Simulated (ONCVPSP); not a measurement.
**Fe: variants of one ONCV potential**

Base potential:

- Element: Fe
- Generator: ONCVPSP 4.0.1
- Type: optimised norm-conserving Vanderbilt (ONCV)
- Functional: LDA (Perdew-Zunger)
- Relativity: fully relativistic
- Frozen core: [Ne]
- Valence charge: 16
- Reference configuration: 3s2 3p6 3d6 4s2
- Partial waves: 3s+4s: rc 1.60 bohr, ncon 4, nbas 7, qcut 8.6 1/bohr, 3 projectors, debl 1 Ha; 3p: rc 1.05 bohr, ncon 4, nbas 8, qcut 16.6 1/bohr, 2 projectors, debl 1 Ha; 3d: rc 1.65 bohr, ncon 4, nbas 8, qcut 8.5 1/bohr, 3 projectors, debl 0.5 Ha
- Local potential: polynomial inside 0.90 bohr (lpopt 5, dvloc0 6 Ha)
- Core correction: polynomial model core, fcfact 0.6

Open shells are filled in proportion to 2j + 1.

In the p channel the program set the typed energies aside and used -2.183, 0.250 Ha (j = l + 1/2; the other j can differ).

Cutoffs, loose and tight: the cutoffs (Ha) at which the residual kinetic energy of the hardest occupied pseudo-wave falls to 1 and 0.1 mHa per electron. They do not see the model core or the augmentation charge, which bear on the density cutoff. Test errors are all-electron minus pseudo excitation energies from the reference, over the configurations 3s2 3p6 3d6 4s1; 3s2 3p6 3d6 4s0; 3s2 3p6 3d5 4s0; 3s2 3p6 3d6 4s1 4p1. A dash means not determined; rows that change the core or the reference have their own tests.

```csv
change,outcome,"cutoff, loose","cutoff, tight",bound ghosts,GHOST(+) flags above zero,largest test error (meV)
base,"generated, projector energies reset by the program",60 Ha,80 Ha,none,"d5/2, d3/2",+52
non-relativistic,"generated, projector energies reset by the program",60 Ha,80 Ha,none,d,+57
"d: ncon 3, nbas 7","generated, projector energies reset by the program",60 Ha,80 Ha,none,none,+61
"core correction Teter function, fcfact 1.5, rcfact 1.75","generated, projector energies reset by the program",60 Ha,80 Ha,none,"d5/2, d3/2",+52
s: debl 0.35,"generated, projector energies reset by the program",60 Ha,80 Ha,none,"s, d5/2, d3/2",+52
"p: rc 0.88; local potential polynomial inside 0.88 bohr (lpopt 5, dvloc0 6 Ha)","generated, projector energies reset by the program",77 Ha,96 Ha,none,"d5/2, d3/2",+51
```

Question: What comes out with this change to the base: s: qcut 12.4; p: qcut 23.9; d: qcut 12.2?

Answer: outcome: failed: ERROR pspot: first pseudo wave function has node, program will stop. Cause: the optimised pseudo-wave of the first projector has a node, so the radial equation cannot be inverted for a potential.

Question: What comes out with this change to the base: p: qcut 12.1?

Answer: outcome: generated, projector energies reset by the program; cutoff, loose: 32 Ha; cutoff, tight: 50 Ha; bound ghosts: none; GHOST(+) flags above zero: d5/2, d3/2; largest test error (meV): +52.

Question: What comes out with this change to the base: p: rc 1?

Answer: outcome: generated, projector energies reset by the program; cutoff, loose: 65 Ha; cutoff, tight: 84 Ha; bound ghosts: none; GHOST(+) flags above zero: d5/2, d3/2; largest test error (meV): +52.
